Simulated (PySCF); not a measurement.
**Excitation energy of Pm by level of theory**

Pm [Xe] 4f5 6s2 (high-spin determinant) → Pm [Xe] 4f4 5d1 6s2 (high-spin determinant), as a difference of total energies. All numbers are calculated (PySCF 2.14, scalar relativity by spin-free X2C-1e, in cc-pVDZ-X2C (8s7p5d3f1g, 84 functions)). Correlated levels: valence: [Kr] 4d10 frozen; valence and next inner shell: [Ar] 3d10 frozen. The calculations carry no spin-orbit coupling.

| method | excitation energy (eV) |
| --- | --- |
| UHF | 0.040 |
| LDA | 2.726 |
| MP2 (valence) | 1.239 |
| SCS-MP2 (valence) | 0.748 |

Problem. Estimate what MP2 (valence and next inner shell) gives.

Solution. 1.400 eV, closest to MP2 (valence) among the rows shown.

Problem. Estimate what SCS-MP2 (valence and next inner shell) gives.

Solution. 0.847 eV, closest to SCS-MP2 (valence) among the rows shown.

A first-order spin-orbit estimate (lowest level to lowest level, LS coupling) adds -0.208 eV.

The determinant of the upper state and of the lower state mixes LS terms, which raises its energy above the lowest term, most at the Hartree-Fock and MP2 levels.
